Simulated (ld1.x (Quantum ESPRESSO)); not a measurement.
## PBEsol TM dataset for magnesium (Mg), non-relativistic all-electron reference.

ld1.x (Quantum ESPRESSO) 7.5 input, shortened:

```
&input
   title='Mg', zed=12., rel=0, dft='PBESOL', iswitch=3,
   config='[Ne] 3s1 3p0 3d-2'
 /
 &inputp
   pseudotype=2, tm=.true., lloc=-1, rcloc=1.45,
   nlcc=.true.
 /
3
3S  1  0   1.00   0.00  1.65  1.65  0.0
3P  2  1   0.00   0.00  2.15  2.15  0.0
3D  3  2  -2.00   0.15  1.85  1.85  0.0
 &test
   configts(1)='3s1 3p0'
 /
```

Q: Does the generator finish with these settings?

A: Yes, a potential is produced and its reference levels are reproduced.

Q: Estimate the cutoffs (Ry, on a coarse ladder) from which the occupation-weighted sum of valence levels, in a spherical-Bessel basis at the reference potential, stays within 10 and 1 mRy of its value at 400 Ry.

A: 15 Ry and 45 Ry.

Q: What does a ghost test show?

A: No extra level below or beside the all-electron valence levels (s, p, d, f tested).

Q: Tests: 3s2 3p0; 3s1.5 3p0; 3s1 3p1; 3s0 3p1; 3s0 3p2. Which has the largest error in its energy relative to the reference configuration, and how large is it?

A: 3s2 3p0, with +11 meV (all-electron minus pseudo) on -7.91 eV.
